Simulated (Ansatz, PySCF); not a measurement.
Process, species as SMILES: O[Si](O)(O)S -> [OH] (HO) + O[Si](O)S (the O-Si bond at the site shown breaks; other sites are not compared here)
Each molecule is optimised on its own at B3LYP-D3(BJ)/def2-TZVP (Ansatz, a program for electronic structure), one conformer each, not searched for the lowest. Frequencies are from Ansatz or PySCF.
Geometry of the first species:
SMILES: [Si](O)(O)(O)S
```xyz
9

O      0.5711    -0.1832     1.6663
Si    -0.2167    -0.1738     0.2354
O     -0.5207    -1.7395    -0.1244
O     -1.6636     0.5950     0.2326
S      1.0110     0.8759    -1.1583
H      0.3597    -0.9015     2.2704
H     -1.0819    -1.9271    -0.8812
H     -1.6689     1.5454     0.3742
H      2.1556     0.3238    -0.7216
```
Charge 0, spin multiplicity 1.

Property: bond dissociation energy (enthalpy at 298 K, with B3LYP-D3(BJ) rigid-rotor harmonic-oscillator terms), in kcal/mol. Correlated levels leave the core frozen unless marked. Open shells are spin-unrestricted. Spin-orbit coupling is left out. Non-relativistic. CBS marks a two-point X^-3 extrapolation of the correlation energy; Hartree-Fock from the larger set.

| level | program | bond dissociation energy (kcal/mol) |
|---|---|---|
| HF/6-31G* | Ansatz | 101.2 |

Task: What does CCSD(T)/CBS(aug-cc-pV(T+d)Z,aug-cc-pV(Q+d)Z) (Ansatz) give?

Result: 136.5 kcal/mol
